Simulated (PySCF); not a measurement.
Species: C9H6N (doublet state).
Structure used (GFN2-xTB), in Å, numbered top down from 1:
```
atom  x, y, z in Å
C1     2.8626   -0.6636   -1.0260
C2     1.9912   -1.2627   -0.2701
C3     0.8731   -0.6364    0.4154
C4    -0.1323   -1.0770    1.1850
C5    -0.7496    0.2892    1.3425
C6    -1.6576    0.6861    0.1833
C7    -3.0376    0.5545    0.0355
N8    -4.1779    0.4483   -0.0546
C9    -0.6440    1.1349   -0.5748
C10    0.4114    0.8126    0.4478
H11    3.0928    0.3152   -1.3753
H12    2.0485   -2.3346   -0.1024
H13   -0.4502   -2.0373    1.5418
H14   -0.9797    0.6640    2.3326
H15   -0.5765    1.5370   -1.5680
H16    1.1181    1.5787    0.7433
```

The hyperfine couplings belong to this conformer and change with its torsions.

As a line formula: `[H]/[C]=C\C1=C[C@@H]2C(C#N)=C[C@H]12` [radical].

Theory: PySCF 2.14.0, UKS B3LYP, pcH-1 on C H N, non-relativistic, mean-field spin-orbit, GIAO. The structure is a single GFN2-xTB conformer in the gas phase; no vibrational or solvent corrections. The geometry wasn't refined by DFT: couplings that depend on bond lengths, twists or pyramidal angles can differ widely from those at the functional's own minimum. The SCF solution wasn't tested for stability.

Principal values of hyperfine tensors in MHz (contact and dipolar terms together), for some of the nuclei:

```json
{"atom": "C1", "isotope": "13C", "A1": "251.60", "A2": "279.18", "A3": "479.07"}
{"atom": "H12", "isotope": "1H", "A1": "113.99", "A2": "115.04", "A3": "133.07"}
{"atom": "C3", "isotope": "13C", "A1": "90.19", "A2": "97.96", "A3": "107.82"}
{"atom": "H11", "isotope": "1H", "A1": "-0.11", "A2": "25.26", "A3": "74.23"}
{"atom": "C2", "isotope": "13C", "A1": "-32.13", "A2": "-9.33", "A3": "4.50"}
{"atom": "C6", "isotope": "13C", "A1": "-4.95", "A2": "-3.94", "A3": "-3.60"}
{"atom": "C5", "isotope": "13C", "A1": "2.73", "A2": "3.18", "A3": "3.55"}
{"atom": "H14", "isotope": "1H", "A1": "-3.75", "A2": "-3.50", "A3": "-2.06"}
```

**Question.** Give the isotropic coupling of each nucleus in MHz and in mT (g = 2.0023), and the anisotropic part.

**Answer.** a_iso = (A1 + A2 + A3)/3, Ti = Ai − a_iso; 1 mT corresponds to 28.024 MHz.

| atom | a_iso (MHz) | a_iso (mT) | T1 | T2 | T3 |
| --- | --- | --- | --- | --- | --- |
| C1 | 336.61 | 12.011 | -85.02 | -57.44 | 142.45 |
| H12 | 120.70 | 4.307 | -6.71 | -5.66 | 12.37 |
| C3 | 98.66 | 3.520 | -8.47 | -0.70 | 9.16 |
| H11 | 33.13 | 1.182 | -33.23 | -7.87 | 41.10 |
| C2 | -12.32 | -0.440 | -19.81 | 2.99 | 16.82 |
| C6 | -4.17 | -0.149 | -0.79 | 0.23 | 0.56 |
| C5 | 3.16 | 0.113 | -0.43 | 0.03 | 0.40 |
| H14 | -3.11 | -0.111 | -0.65 | -0.40 | 1.04 |

**Question.** What spin density at the nucleus of H12 lies behind its contact coupling (g_N = 5.58569)?

**Answer.** a_FC = 800.24 MHz bohr³ × g_N × ρ(0)/(2S). With a_FC = 120.70 MHz and 2S = 1, ρ(0) = 0.027 bohr⁻³. In magnitude that is 8.5 % of the 1/π = 0.318 of a free hydrogen atom.

**Question.** C10 (13C, g_N = 1.40482) isn't in the table. Its spin density at the nucleus is -0.002818 bohr⁻³. What is its contact coupling?

**Answer.** By the same relation, a_FC = -3.17 MHz. Its full tensor has the principal values -3.75, -3.67, -2.09 MHz.

**Question.** Which nucleus of the table has the largest anisotropic coupling, and what is its form?

**Answer.** C1: -85.0, -57.4, 142.5 MHz, rhombic: the two smaller values differ by 19 % of the largest.

**Question.** In a single crystal, with the field along each principal axis of the tensor of C1 in turn, what first-order splitting does this nucleus give (isotropic g, quadrupole terms neglected)?

**Answer.** 2 lines (I = 1/2), spaced by |A_i|/(g × 13.996): 8.98, 9.96, 17.09 mT along the axes of A1, A2 and A3.
